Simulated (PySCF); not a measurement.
# Distorted geometries of [Nd(NH2)4]−

[Nd(NH2)4]− (singlet in the valence; each metal's 4f electrons, 3 of them, lie in its core potential, out of spins and levels). PySCF 2.14.0, RKS BP86, Nd lcecp-1-SVP with ECP49, N def2-SVP, H def2-SVP; non-relativistic Hamiltonian with scalar-relativistic core potentials where named; density fitting; no spin-orbit coupling. Relaxed geometry:

```xyz
13

Nd    0.0003    0.0000    0.0000
N     1.4010    1.3710    1.2578
H     2.2789    1.0208    1.6761
H     1.4050    2.3860    1.4440
N    -1.4008   -1.2579    1.3706
H    -1.4066   -1.4445    2.3854
H    -2.2777   -1.6769    1.0181
N     1.4010   -1.3710   -1.2578
H     1.4050   -2.3860   -1.4440
H     2.2789   -1.0208   -1.6761
N    -1.4008    1.2579   -1.3706
H    -2.2777    1.6769   -1.0181
H    -1.4066    1.4445   -2.3854
```

Q: Order these distorted geometries by energy above the relaxed one, lowest first.
A.
```xyz
13

Nd    0.0102    0.0038    0.0201
N     1.4005    1.4538    1.2735
H     2.2832    0.9931    1.7118
H     1.3912    2.3637    1.4867
N    -1.4712   -1.2374    1.3567
H    -1.4092   -1.4430    2.3820
H    -2.2306   -1.6960    0.9955
N     1.3938   -1.3710   -1.2633
H     1.3980   -2.4335   -1.4641
H     2.2995   -1.0228   -1.7140
N    -1.3512    1.2659   -1.4255
H    -2.2722    1.6975   -1.0048
H    -1.4421    1.4258   -2.3548
```
B.
```xyz
13

Nd   -0.1218    0.0832   -0.0356
N     1.4810    1.4024    1.2684
H     2.2777    1.0800    1.7164
H     1.4820    2.2646    1.4584
N    -1.4242   -1.2715    1.3870
H    -1.4150   -1.4428    2.3562
H    -2.2354   -1.6909    1.0064
N     1.4013   -1.2099   -1.3325
H     1.3275   -2.4631   -1.4176
H     2.3197   -1.0718   -1.6954
N    -1.4543    1.2063   -1.3053
H    -2.2573    1.6464   -0.9658
H    -1.3813    1.4672   -2.4406
```
C.
```xyz
13

Nd   -0.1077    0.0401    0.0151
N     1.4003    1.3711    1.2682
H     2.3519    1.0220    1.7611
H     1.3813    2.4351    1.3369
N    -1.3907   -1.2517    1.3042
H    -1.3777   -1.3900    2.3717
H    -2.2526   -1.6031    0.9495
N     1.3576   -1.3578   -1.3192
H     1.3564   -2.4609   -1.4132
H     2.3089   -0.9994   -1.6024
N    -1.4290    1.1853   -1.3108
H    -2.3118    1.7042   -0.9814
H    -1.2869    1.3051   -2.3796
```

A: C (0.72 eV), A (0.78 eV), B (2.16 eV).

Q: Which forces (eV/Å) act in the one that lies 0.72 eV up?

A: 
```
Nd   2.68 -0.75  0.12
N    1.73  0.11  0.99
H   -2.36  1.09 -1.21
H    0.33 -1.19  0.11
N    0.93  0.02  2.67
H   -0.22  0.05 -1.64
H   -1.52 -0.68 -0.31
N   -0.10 -1.44  0.04
H    0.30  2.43  0.10
H   -0.67 -0.60  0.17
N   -1.64  1.54 -1.94
H    1.17 -0.63 -0.91
H   -0.63  0.05  1.81
```
Forces carry noise of the integration grid, about 0.01 to 0.03 eV/Å.

An lcecp potential fixes the number of 4f electrons, so in runs with it no electron can move into or out of that shell.
